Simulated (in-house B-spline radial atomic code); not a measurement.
A fraction x of an electron is moved 3p → 4p in As3+, starting from [Ar] 3d10 4s2 and keeping the highest spin. Level of theory: non-relativistic r2SCAN0, spin-polarised, spherical fractional occupations, point nucleus; calculated with an all-electron radial atomic-structure program (B-spline basis).

Caution: exact exchange at fractional occupations of open shells leaves self-interaction of up to several eV.

```tsv
x	E(x) - E(0) (eV)	3p down level (eV)	4p up level (eV)
0	0.0000	-176.475	-
0.125	18.1694	-177.609	-32.025
0.25	36.3972	-178.732	-32.668
0.375	54.6859	-179.845	-33.289
0.5	?	?	?
0.625	91.4483	-182.038	-34.495
0.75	?	?	?
0.875	128.4562	-184.186	-35.669
1	147.0506	-185.243	-36.248
```

(1) What belongs in the row x = 0.5?

(2) What belongs in the row x = 0.75?

(3) Check Janak's theorem between x = 0.125 and 0.25.

## Answers

(1) An energy change of 73.0362 eV; 3p down at -180.947 eV, 4p up at -33.897 eV.

(2) An energy change of 109.9218 eV; 3p down at -183.117 eV, 4p up at -35.085 eV.

(3) The slope of the energy is 145.82 eV; the orbital levels give 145.82 eV (ε of the receiving orbital less ε of the emptying one, averaged over the two points).
